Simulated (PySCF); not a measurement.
BrGeHO, neutral, multiplicity 1. Atoms are numbered in the order given.

```xyz
4

Ge     0.4572    -0.9746     0.0000
Br    -0.1009     1.3292     0.0000
O     -1.2279    -1.5965     0.0000
H     -1.2756    -2.5609     0.0000
```

Geometry optimised at B3LYP-D3(BJ)/def2-TZVP. The values are those of a single conformer.

Vertical ionisation energy (IE) and electron affinity (EA) in eV. Rows of orbital energies are one-electron estimates. Where ΔSCF, EOM or ADC give a negative EA the extra electron is unbound and the value depends on the basis.

```tsv
level	IE	EA
−ε(HOMO), −ε(LUMO), M06-2X/def2-TZVPD (PySCF)	(withheld)	(withheld)
ADC(2)/aug-cc-pVDZ (PySCF)	9.30	0.70
```

Task: What belongs in the gaps? (Estimate from the structure and the level; the computed values follow.)

Result: 
- −ε(HOMO), −ε(LUMO), M06-2X/def2-TZVPD (PySCF), IE: 8.70
- −ε(HOMO), −ε(LUMO), M06-2X/def2-TZVPD (PySCF), EA: 1.69

Task: Beyond the first one, list the lowest photoelectron lines from ADC(2)/aug-cc-pVDZ in PySCF with their pole strengths (two spins summed). (An estimate is asked for; the answer gives what the named calculation found.)

Result: 10.16 eV (1.77), 10.17 eV (1.79), 11.22 eV (1.71), 12.07 eV (1.73), 14.01 eV (1.72).
